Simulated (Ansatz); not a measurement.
`[CH3][GeH]([NH2])[F]` → `[CH3][Ge][F]` + NH₃ at 298.15 K and 1 bar (germylene formation by 1,1-elimination).

Isolated molecules relaxed with PBE0-D4/def2-TZVP in Ansatz; ΔE leaves out vibrations. CCSD(T)/CBS is the MP2 limit (def2-TZVPP, def2-QZVPP) plus CCSD(T) − MP2 in def2-TZVPP, frozen cores. This one scheme is used for every species. For Ge outer-core shells are correlated without core-valence functions, which leaves a few kJ/mol of doubt a bond. Scalar relativity is left out up to krypton. One conformer a species, not always the lowest.

```csv
species,CCSD(T)/CBS energy (Eh),H − E (kJ/mol),S (J/(mol·K))
`[CH3][GeH]([NH2])[F]`,-2272.33936,211.8,336.1
`[CH3][Ge][F]`,-2215.78112,111.6,300.3
NH₃,-56.50880,100.5,192.4
```

H − E and S are ideal-gas, rigid-rotor, harmonic terms from PBE0-D4/def2-TZVP, for one conformer and one mirror image of each species. 1 Eh = 2625.50 kJ/mol, R = 8.31446 J/(mol·K).

By hand: ΔE, ΔH, ΔS and ΔG.

ΔE = (-2215.78112) + (-56.50880) − (-2272.33936) = 0.04944 Eh = 129.8 kJ/mol. Δ(H − E) = 111.6 + 100.5 − 211.8 = 0.3, so ΔH = 130.1 kJ/mol. ΔS = 300.3 + 192.4 − 336.1 = 156.6 J/(mol·K). ΔG = 130.1 − 298.15 × (156.6)/1000 = 83.4 kJ/mol.

By hand: the equilibrium constant, and the temperature at which ΔG would vanish if ΔH and ΔS stayed fixed.

log₁₀ K = −ΔG/(RT ln 10) = -14.6. ΔG = 0 at ΔH/ΔS = 831 K.

The number of gas molecules changes by +1, which sets the sign of ΔS. A doubt of 5 kJ/mol in ΔE shifts log₁₀ K by 0.9 here. Other conformers and mirror images would add mixing entropy, several J/(mol·K) or more a flexible species. These are equilibria of isolated gas molecules and say nothing of rates. Largest T1 diagnostic: 0.013 (customary marks: 0.02 for closed shells, 0.045 for open ones).
